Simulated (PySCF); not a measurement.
ClTe, doublet, geometry from GFN2-xTB (the spin is typed, not shown lowest) (all electrons, no relativity); PySCF with CASSCF(5,4)/STO-3G.

PySCF was given this input:
```python
from pyscf import gto, scf, mcscf
import numpy

mol = gto.M(
    atom='''
Te   -0.00000000   -0.00000000   -0.57306072
Cl    0.00000000    0.00000000    1.75289162
''',
    basis='sto-3g',
    spin=1,
    verbose=4,
)

mf = scf.ROHF(mol)
mf.kernel()
mc = mcscf.CASSCF(mf, 4, 5)
mc.fix_spin_(ss=0.75)
mc = mc.newton()
mc.kernel()
occ = numpy.linalg.eigvalsh(mc.fcisolver.make_rdm1(mc.ci, mc.ncas, mc.nelecas))[::-1]
ss = mc.fcisolver.spin_square(mc.ci, mc.ncas, mc.nelecas)[0]
print('natural occupations', occ.round(4), ' <S^2>', round(ss, 4))
```

Problem. Predict the main parts of the log of this PySCF run.

Solution. 
```
PySCF version 2.14.0

[INPUT] verbose = 4
[INPUT] num. atoms = 2
[INPUT] num. electrons = 69
[INPUT] charge = 0
[INPUT] spin (= nelec alpha-beta = 2S) = 1
[INPUT] symmetry False subgroup None
[INPUT] Mole.unit = angstrom
[INPUT] Symbol           X                Y                Z      unit          X                Y                Z       unit  Magmom
[INPUT]  1 Te     0.000000000000   0.000000000000  -0.573060720000 AA    0.000000000000   0.000000000000  -1.082927813546 Bohr   0.0
[INPUT]  2 Cl     0.000000000000   0.000000000000   1.752891620000 AA    0.000000000000   0.000000000000   3.312485087845 Bohr   0.0

nuclear repulsion = 201.118761725479
number of shells = 16
number of NR pGTOs = 108
number of NR cGTOs = 36
basis = sto-3g
ecp = {}

******** <class 'pyscf.scf.rohf.ROHF'> ********
method = ROHF
initial guess = minao
damping factor = 0
level_shift factor = 0
DIIS = <class 'pyscf.scf.diis.CDIIS'>
diis_start_cycle = 1
diis_space = 8
diis_damp = 0
SCF conv_tol = 1e-09
SCF conv_tol_grad = None
SCF max_cycles = 50
direct_scf = True
direct_scf_tol = 1e-13
num. doubly occ = 34  num. singly occ = 1
Set gradient conv threshold to 3.16228e-05
init E= -6981.0073450344
  HOMO = -0.499812520517629  LUMO = -0.279255875457867  gap/eV = 6.00165
cycle= 1 E= -7001.69962192129  delta_E= -20.7  |g|= 0.175  |ddm|= 1.71
  HOMO = -0.105700132122292  LUMO = 0.172515177653183  gap/eV = 7.57062
cycle= 2 E= -7001.72293539504  delta_E= -0.0233  |g|= 0.0381  |ddm|= 0.428
  HOMO = -0.129980509347838  LUMO = 0.176997975233074  gap/eV = 8.35331
cycle= 3 E= -7001.72430701051  delta_E= -0.00137  |g|= 0.0103  |ddm|= 0.0842
  HOMO = -0.127418827913448  LUMO = 0.177460073623722  gap/eV = 8.29618
cycle= 4 E= -7001.72452833805  delta_E= -0.000221  |g|= 0.0022  |ddm|= 0.0459
  HOMO = -0.128109699633248  LUMO = 0.177450657819104  gap/eV = 8.31472
cycle= 5 E= -7001.72453416498  delta_E= -5.83e-06  |g|= 0.00011  |ddm|= 0.00764
  HOMO = -0.12804842363029  LUMO = 0.177456503020563  gap/eV = 8.31321
cycle= 6 E= -7001.72453417774  delta_E= -1.28e-08  |g|= 8.21e-06  |ddm|= 0.000347
  HOMO = -0.12805694804054  LUMO = 0.177458522820934  gap/eV = 8.31350
cycle= 7 E= -7001.72453417786  delta_E= -1.2e-10  |g|= 2.92e-07  |ddm|= 3.26e-05
  HOMO = -0.128056760780402  LUMO = 0.177458407750211  gap/eV = 8.31349
Extra cycle  E= -7001.72453417786  delta_E= 3.64e-12  |g|= 4.62e-08  |ddm|= 6.91e-07
converged SCF energy = -7001.72453417786

******** <class 'pyscf.mcscf.newton_casscf.CASSCF'> ********
CAS (3e+2e, 4o), ncore = 32, nvir = 0
max_cycle_macro = 50
max_cycle_micro = 10
conv_tol = 1e-07
conv_tol_grad = None
orbital rotation max_stepsize = 0.03
augmented hessian ah_max_cycle = 30
augmented hessian ah_conv_tol = 1e-12
augmented hessian ah_linear dependence = 1e-14
augmented hessian ah_level shift = 1e-08
augmented hessian ah_start_tol = 500
augmented hessian ah_start_cycle = 3
augmented hessian ah_grad_trust_region = 3
kf_trust_region = 3
kf_interval = 5
natorb = False
canonicalization = True
internal_rotation = False
******** <class 'pyscf.fci.addons.SpinPenaltyFCISolver'> ********
max. cycles = 50
conv_tol = 1e-08
davidson only = True
linear dependence = 1e-12
level shift = 0.001
max iter space = 12
nroots = 1
pspace_size = 400
spin = None

WARN: SO-CASSCF (Second order CASSCF) is an experimental feature. Its performance is bad for large systems.

CASCI E = -7001.73739528365  dE = -7001.7374  S^2 = 0.7500000
Set conv_tol_grad to 0.000316228
macro 1 (19 JK  14 micro), CASSCF E = -7001.73855551327  dE = -0.00116  |grad|=0.0313  S^2 = 0.7500000
macro 2 (11 JK  7 micro), CASSCF E = -7001.73996575652  dE = -0.00141  |grad|=0.00541  S^2 = 0.7500000
macro 3 (13 JK  8 micro), CASSCF E = -7001.74011895266  dE = -0.0001532  |grad|=0.00374  S^2 = 0.7500000
macro 4 (11 JK  7 micro), CASSCF E = -7001.74040747  dE = -0.0002885  |grad|=0.0028  S^2 = 0.7500000
macro 5 (11 JK  7 micro), CASSCF E = -7001.74078285366  dE = -0.0003754  |grad|=0.00288  S^2 = 0.7500000
macro 6 (11 JK  7 micro), CASSCF E = -7001.74118924153  dE = -0.0004064  |grad|=0.00276  S^2 = 0.7500000
macro 7 (11 JK  7 micro), CASSCF E = -7001.74158884903  dE = -0.0003996  |grad|=0.00269  S^2 = 0.7500000
macro 8 (11 JK  7 micro), CASSCF E = -7001.74195770405  dE = -0.0003689  |grad|=0.0023  S^2 = 0.7500000
macro 9 (11 JK  7 micro), CASSCF E = -7001.74224629228  dE = -0.0002886  |grad|=0.00161  S^2 = 0.7500000
macro 10 (11 JK  7 micro), CASSCF E = -7001.74241275123  dE = -0.0001665  |grad|=0.000703  S^2 = 0.7500000
macro 11 (7 JK  3 micro), CASSCF E = -7001.74243659844  dE = -2.385e-05  |grad|=0.000346  S^2 = 0.7500000
macro 12 (5 JK  2 micro), CASSCF E = -7001.74244371033  dE = -7.112e-06  |grad|=0.000341  S^2 = 0.7500000
macro 13 (4 JK  1 micro), CASSCF E = -7001.74244371177  dE = -1.439e-09  |grad|=5.66e-05  S^2 = 0.7500000
newton CASSCF converged in 13 macro (26 KF 110 Hx) steps
CASSCF canonicalization
Density matrix diagonal elements [1.95735668 1.99055451 1.00884398 0.04324483]
CASSCF energy = -7001.74244371177
CASCI E = -7001.74244371177  E(CI) = -5.44649791875236  S^2 = 0.7500000
natural occupations [1.993  1.9574 1.0064 0.0432]  <S^2> 0.75
```
